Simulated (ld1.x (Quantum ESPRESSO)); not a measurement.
# Before and after: TM potential for Bi (Z = 83)

* Element: bismuth (Bi)
* Generator: ld1.x (Quantum ESPRESSO) 7.5
* Type: norm-conserving Troullier–Martins (Kleinman–Bylander form)
* Functional: PBE
* Relativity: scalar-relativistic
* Frozen core: [Xe] 4f14
* Valence charge: 15
* Reference configuration: 5d10 6s2 6p3
* Partial waves: 6p (bound): rc 2.45 bohr; 5d (bound): rc 1.80 bohr; 6s (bound): rc 1.85 bohr
* Local potential: the s channel
* Core correction: Bessel-smoothed model core inside 0.85 bohr

Change: all radii but the core radius scaled by about 1.13 (s 2.10, p 2.78, d 2.04 bohr).

Cutoffs: the cutoffs (Ry, on a coarse ladder) from which the occupation-weighted sum of valence levels, in a spherical-Bessel basis at the reference potential, stays within 10 and 1 mRy of its value at 400 Ry; they do not see the model core or the augmentation charge, which bear on the density cutoff. Errors are all-electron minus pseudo energies relative to the spin-unpolarised reference configuration.

**Question.** How do hardness, ghosts and transferability respond?

**Answer.** The potential gets neither clearly harder nor softer (55 Ry and 90 Ry → 50 Ry and 90 Ry); of the 7 tests that both files solve, the error grows in 2 and shrinks in 2 by more than 15 % and 0.3 meV (median size 11.7 → 8.6 meV); neither file shows a bound ghost.

```csv
quantity,base,changed
"cutoff, loose",55 Ry,50 Ry
"cutoff, tight",90 Ry,90 Ry
loose cutoff by channel (10 mRy a level),"p 8 Ry, d 50 Ry, s 21 Ry","p 8 Ry, d 45 Ry, s 21 Ry"
bound ghosts,none,none
"error for 5d10 6s2 6p2, meV [ΔE 7.91 eV]",-3.2,-3.1
"error for 5d10 6s2 6p1, meV [ΔE 23.16 eV]",-12,-13
"error for 5d10 6s2 6p0, meV [ΔE 46.50 eV]",-37,-48
"error for 5d10 6s2 6p3.3, meV [ΔE -1.09 eV]",+0.6,+0.6
"error for 5d10 6s1 6p4, meV [ΔE 10.08 eV]",-7.3,-3.4
"error for 5d10 6s0 6p5, meV [ΔE 20.50 eV]",-25,-8.6
"error for 5d10 6s1 6p0, meV [ΔE 91.91 eV]",-71,-101
```
